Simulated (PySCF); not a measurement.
## Vibration and rotation of BeO

PBE0 constants of BeO, ¹Σ⁺ (singlet), closed shell (PySCF, no relativity, basis sets Be def2-TZVP, O def2-TZVP; masses 9.0122 and 15.9949 u):

- ωe: 1547.4 cm⁻¹
- ωexe: 10.3 cm⁻¹
- Be: 1.6674 cm⁻¹
- αe: 0.0169 cm⁻¹
- De to Be + O: 4.43 eV

Task: What force constant and bond length do these constants imply?

Result: Reduced mass μred = 5.7643 u; k = 5.8918×10⁻⁷·μred·ωe² (u, cm⁻¹, mdyn/Å) = 8.13 mdyn/Å; Re = √(16.8576/(μred·Be)) (u, cm⁻¹, Å) = 1.324 Å.

Task: Estimate the centrifugal constant D from the Kratzer relation and find the Dunham coefficient a1.

Result: D = 4Be³/ωe² = 7.74e-06 cm⁻¹; a1 = −1 − αeωe/(6Be²) = -2.57.

Measured values (Huber and Herzberg, Constants of Diatomic Molecules (1979)): ωe = 1487.32 cm⁻¹, ωexe = 11.83 cm⁻¹, Be = 1.651 cm⁻¹, αe = 0.019 cm⁻¹.
